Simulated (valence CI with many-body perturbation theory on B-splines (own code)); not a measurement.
## Ir⁶¹⁺: electric-dipole lines

Computed by configuration interaction combined with many-body perturbation theory (CI+MBPT): six valence electrons over a frozen Dirac-Fock core [Ne], radial functions for each j: 9 s, 9 p, 8 d, 6 f, 3 g, 1 h, with the one-electron correlation potential Σ1 (screened to all orders), the two-electron term Σ2, the three-electron term Σ3, Breit, model QED; selected single and double excitations, second order for the rest, scaled by the run's own slope (own B-spline code, finite nucleus).

The last digits are not significant, and no measured levels were compared; by estimate large intervals hold to a few tenths of a per cent, small ones and those within an open d or f shell to about a per cent. Among the levels kept, up to 950 cm⁻¹ of a level comes from second order outside the variational space, and about a tenth of that is noise between levels of different J, which matters for small intervals.

Lines 51 to 100 of 122 in falling wavelength, among levels below 798.71 eV, chosen from the strongest by gf and those to the six lowest levels. Wavelengths and rates use the calculated energies. Electric multipoles are in the length gauge with retardation, E1 and E2 with the static RPA response of the core. Weak lines are less certain than strong ones. Lines between different terms over intervals too small for the method are left out, as are lines whose strength nearly cancels. The highest levels of a list are the least certain.

Levels are named by their leading jj configuration (3d3/2^4 stands for four electrons in 3d with j = 3/2), which in mixed levels can hold well under half, so a name can repeat and another be missing. Letters in brackets count levels of one name in rising energy.

| λ vac (nm) | Upper | Lower | A (s⁻¹) | S (a.u.) with core polarisation | S without |
| --- | --- | --- | --- | --- | --- |
| 5.018 | (3s^2 3p1/2^2 3d3/2 3d5/2) J=2 | (3s^2 3p1/2^2 3p3/2 3d5/2) J=3 | 6.14e+09 | 1.92e-03 | 1.94e-03 |
| 5.016 | (3s^2 3p1/2^2 3p3/2 3d3/2) J=2 | (3s^2 3p1/2^2 3p3/2^2) J=2 | 1.01e+10 | 3.13e-03 | 3.17e-03 |
| 4.995 | (3s^2 3p1/2^2 3d3/2^2) J=2 | (3s^2 3p1/2^2 3p3/2 3d3/2) J=3 | 9.00e+09 | 2.77e-03 | 2.80e-03 |
| 4.986 | (3s^2 3p1/2^2 3d3/2^2) J=2 | (3s^2 3p1/2^2 3p3/2 3d3/2) J=1 | 1.16e+10 | 3.55e-03 | 3.60e-03 |
| 4.915 | (3s^2 3p1/2^2 3d3/2 3d5/2) J=4 | (3s^2 3p1/2^2 3p3/2 3d5/2) J=3 | 5.52e+09 | 2.91e-03 | 2.95e-03 |
| 4.862 | (3s^2 3p1/2^2 3d3/2 3d5/2) J=3 | (3s^2 3p1/2^2 3p3/2 3d5/2) J=2 | 9.12e+09 | 3.62e-03 | 3.66e-03 |
| 4.838 | (3s^2 3p1/2^2 3p3/2 3d3/2) J=1 | (3s^2 3p1/2^2 3p3/2^2) J=2 | 1.66e+10 | 2.79e-03 | 2.82e-03 |
| 4.829 | (3s^2 3p1/2^2 3p3/2 3d3/2) J=3 | (3s^2 3p1/2^2 3p3/2^2) J=2 | 2.21e+09 | 8.61e-04 | 8.73e-04 |
| 4.810 | (3s^2 3p1/2^2 3d3/2^2) J=2 | (3s^2 3p1/2^2 3p3/2 3d3/2) J=2 | 1.16e+10 | 3.17e-03 | 3.21e-03 |
| 4.807 | (3s^2 3p1/2 3p3/2^2 3d3/2) J=2 [b] | (3s^2 3p1/2 3p3/2^3) J=2 | 3.63e+09 | 9.95e-04 | 1.01e-03 |
| 4.724 | (3s^2 3p1/2^2 3d3/2 3d5/2) J=3 | (3s^2 3p1/2^2 3p3/2 3d5/2) J=4 | 5.81e+09 | 2.11e-03 | 2.14e-03 |
| 4.650 | (3s^2 3p1/2^2 3d3/2 3d5/2) J=2 | (3s^2 3p1/2^2 3p3/2 3d5/2) J=2 | 7.31e+08 | 1.81e-04 | 1.83e-04 |
| 4.628 | (3s^2 3p1/2 3p3/2^2 3d3/2) J=2 [b] | (3s^2 3p1/2 3p3/2^3) J=1 | 2.36e+08 | 5.78e-05 | 5.84e-05 |
| 4.560 | (3s^2 3p1/2^2 3d3/2 3d5/2) J=1 | (3s^2 3p1/2^2 3p3/2 3d5/2) J=2 | 1.38e+10 | 1.94e-03 | 1.97e-03 |
| 4.551 | (3s^2 3p1/2 3p3/2^2 3d3/2) J=3 [b] | (3s^2 3p1/2 3p3/2^3) J=2 | 6.87e+08 | 2.24e-04 | 2.27e-04 |
| 4.517 | (3s^2 3p1/2^2 3d3/2^2) J=0 | (3s^2 3p1/2^2 3p3/2 3d3/2) J=1 | 4.55e+10 | 2.07e-03 | 2.10e-03 |
| 4.439 | (3s^2 3p1/2^2 3d3/2 3d5/2) J=4 | (3s^2 3p1/2^2 3p3/2 3d5/2) J=4 | 2.29e+10 | 8.90e-03 | 9.01e-03 |
| 4.423 | (3s^2 3p1/2 3p3/2^2 3d3/2) J=2 [c] | (3s^2 3p1/2 3p3/2^3) J=2 | 2.02e+09 | 4.32e-04 | 4.39e-04 |
| 4.327 | (3s^2 3p1/2 3p3/2^2 3d3/2) J=1 [b] | (3s^2 3p1/2 3p3/2^3) J=2 | 3.65e+07 | 4.38e-06 | 4.23e-06 |
| 4.271 | (3s^2 3p1/2 3p3/2^2 3d3/2) J=2 [c] | (3s^2 3p1/2 3p3/2^3) J=1 | 5.80e+07 | 1.12e-05 | 1.15e-05 |
| 4.182 | (3s^2 3p1/2 3p3/2^2 3d3/2) J=1 [b] | (3s^2 3p1/2 3p3/2^3) J=1 | 3.73e+09 | 4.04e-04 | 4.10e-04 |
| 4.135 | (3s^2 3p1/2 3p3/2^2 3d3/2) J=1 [c] | (3s^2 3p1/2 3p3/2^3) J=2 | 2.03e+09 | 2.13e-04 | 2.17e-04 |
| 3.833 | (3s^2 3p1/2 3p3/2^2 3d5/2) J=3 [a] | (3s^2 3p1/2 3p3/2^3) J=2 | 1.11e+09 | 2.16e-04 | 2.18e-04 |
| 3.640 | (3s^2 3p1/2 3p3/2^2 3d5/2) J=1 | (3s^2 3p1/2 3p3/2^3) J=2 | 7.16e+10 | 5.12e-03 | 5.18e-03 |
| 3.560 | (3s^2 3p1/2^2 3d5/2^2) J=2 | (3s^2 3p1/2^2 3p3/2 3d5/2) J=1 | 1.64e+11 | 1.82e-02 | 1.84e-02 |
| 3.538 | (3s^2 3p1/2^2 3d5/2^2) J=4 | (3s^2 3p1/2^2 3p3/2 3d5/2) J=3 | 4.39e+11 | 8.64e-02 | 8.74e-02 |
| 3.537 | (3s^2 3p1/2 3p3/2^2 3d5/2) J=1 | (3s^2 3p1/2 3p3/2^3) J=1 | 4.73e+10 | 3.10e-03 | 3.14e-03 |
| 3.513 | (3s^2 3p1/2 3p3/2^2 3d5/2) J=0 | (3s^2 3p1/2 3p3/2^3) J=1 | 1.15e+11 | 2.47e-03 | 2.49e-03 |
| 3.504 | (3s^2 3p1/2^2 3d3/2 3d5/2) J=3 | (3s^2 3p1/2^2 3p3/2 3d3/2) J=3 | 4.44e+10 | 6.61e-03 | 6.68e-03 |
| 3.487 | (3s^2 3p1/2^2 3p3/2 3d5/2) J=2 | (3s^2 3p1/2^2 3p3/2^2) J=2 | 1.85e+11 | 1.94e-02 | 1.96e-02 |
| 3.448 | (3s^2 3p1/2 3p3/2^2 3d5/2) J=2 | (3s^2 3p1/2 3p3/2^3) J=2 | 5.99e+09 | 6.06e-04 | 6.13e-04 |
| 3.441 | (3s^2 3p1/2^2 3d5/2^2) J=2 | (3s^2 3p1/2^2 3p3/2 3d5/2) J=3 | 8.88e+10 | 8.93e-03 | 9.03e-03 |
| 3.412 | (3s^2 3p1/2^2 3d3/2 3d5/2) J=3 | (3s^2 3p1/2^2 3p3/2 3d3/2) J=2 | 2.51e+11 | 3.45e-02 | 3.49e-02 |
| 3.392 | (3s^2 3p1/2^2 3d3/2 3d5/2) J=2 | (3s^2 3p1/2^2 3p3/2 3d3/2) J=3 | 1.84e+10 | 1.77e-03 | 1.79e-03 |
| 3.388 | (3s^2 3p1/2^2 3d3/2 3d5/2) J=2 | (3s^2 3p1/2^2 3p3/2 3d3/2) J=1 | 1.96e+11 | 1.88e-02 | 1.91e-02 |
| 3.384 | (3s^2 3p1/2^2 3p3/2 3d5/2) J=1 | (3s^2 3p1/2^2 3p3/2^2) J=0 | 3.37e+11 | 1.93e-02 | 1.96e-02 |
| 3.380 | (3s^2 3p1/2 3p3/2^2 3d5/2) J=3 [b] | (3s^2 3p1/2 3p3/2^3) J=2 | 1.88e+09 | 2.51e-04 | 2.54e-04 |
| 3.355 | (3s^2 3p1/2 3p3/2^2 3d5/2) J=2 | (3s^2 3p1/2 3p3/2^3) J=1 | 2.09e+10 | 1.95e-03 | 1.97e-03 |
| 3.345 | (3s^2 3p1/2^2 3d3/2 3d5/2) J=4 | (3s^2 3p1/2^2 3p3/2 3d3/2) J=3 | 3.67e+11 | 6.10e-02 | 6.17e-02 |
| 3.343 | (3s^2 3p1/2^2 3d3/2 3d5/2) J=1 | (3s^2 3p1/2^2 3p3/2 3d3/2) J=0 | 1.74e+11 | 9.63e-03 | 9.74e-03 |
| 3.341 | (3s^2 3p1/2^2 3d3/2 3d5/2) J=1 | (3s^2 3p1/2^2 3p3/2 3d3/2) J=1 | 1.64e+11 | 9.07e-03 | 9.18e-03 |
| 3.306 | (3s^2 3p1/2^2 3d3/2 3d5/2) J=2 | (3s^2 3p1/2^2 3p3/2 3d3/2) J=2 | 1.28e+11 | 1.14e-02 | 1.15e-02 |
| 3.305 | (3s^2 3p1/2^2 3p3/2 3d5/2) J=3 | (3s^2 3p1/2^2 3p3/2^2) J=2 | 6.24e+11 | 7.78e-02 | 7.87e-02 |
| 3.300 | (3s^2 3p1/2^2 3d5/2^2) J=0 | (3s^2 3p1/2^2 3p3/2 3d5/2) J=1 | 7.84e+11 | 1.39e-02 | 1.41e-02 |
| 3.284 | (3s^2 3p1/2^2 3d5/2^2) J=4 | (3s^2 3p1/2^2 3p3/2 3d5/2) J=4 | 1.61e+11 | 2.53e-02 | 2.56e-02 |
| 3.264 | (3s^2 3p1/2^2 3d5/2^2) J=2 | (3s^2 3p1/2^2 3p3/2 3d5/2) J=2 | 4.54e+11 | 3.89e-02 | 3.94e-02 |
| 3.261 | (3s^2 3p1/2^2 3d3/2 3d5/2) J=1 | (3s^2 3p1/2^2 3p3/2 3d3/2) J=2 | 2.51e+10 | 1.29e-03 | 1.30e-03 |
| 3.202 | (3s^2 3p1/2^2 3p3/2 3d5/2) J=1 | (3s^2 3p1/2^2 3p3/2^2) J=2 | 5.90e+10 | 2.87e-03 | 2.90e-03 |
| 2.644 | (3s^2 3p1/2^2 3d5/2^2) J=4 | (3s^2 3p1/2^2 3p3/2 3d3/2) J=3 | 1.38e+09 | 1.13e-04 | 1.14e-04 |
| 2.590 | (3s^2 3p1/2^2 3d5/2^2) J=2 | (3s^2 3p1/2^2 3p3/2 3d3/2) J=3 | 1.06e+09 | 4.55e-05 | 4.60e-05 |
